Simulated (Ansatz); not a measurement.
C$_{2}$H$_{5}$AlO (`C=[C](O)[AlH2]`). The species carries charge 0 and has multiplicity 1. The geometry is a stationary point of PBE0-D4/def2-TZVP. It is one conformer, not always the lowest.

```xyz
9

C    -1.097   -0.972   -0.122
C    -0.325    0.100   -0.339
O    -0.698    0.977   -1.323
Al    1.259    0.295    0.782
H    -1.999   -1.165   -0.698
H    -0.828   -1.684    0.649
H    -0.063    1.694   -1.373
H     2.195    1.560    0.545
H     1.555   -0.805    1.879
```

What is the dipole moment at r2SCAN/def2-TZVPP? (Best estimate.)

Computed: 0.96 D, with components (0.76, 0.56, 0.17) D in this frame, pointing from negative to positive charge.

And with PBE, B3LYP, ωB97M-V? (Best estimate.)

Ansatz gave: PBE 0.92 D, B3LYP 1.03 D, ωB97M-V 1.11 D.

Give the Mulliken charges with r2SCAN, ωB97M-V, PBE in def2-TZVPP. (An estimate is asked.)

The calculation gave: 
```csv
atom,r2SCAN,ωB97M-V,PBE
C1,-0.22,-0.25,-0.24
C2,-0.02,-0.02,0.02
O3,-0.31,-0.27,-0.24
Al4,0.47,0.37,0.31
H5,0.07,0.10,0.08
H6,0.09,0.11,0.11
H7,0.22,0.19,0.21
H8,-0.16,-0.12,-0.12
H9,-0.15,-0.10,-0.11
```

B3LYP here is the variant with VWN-RPA as its local correlation; programs differ in this.
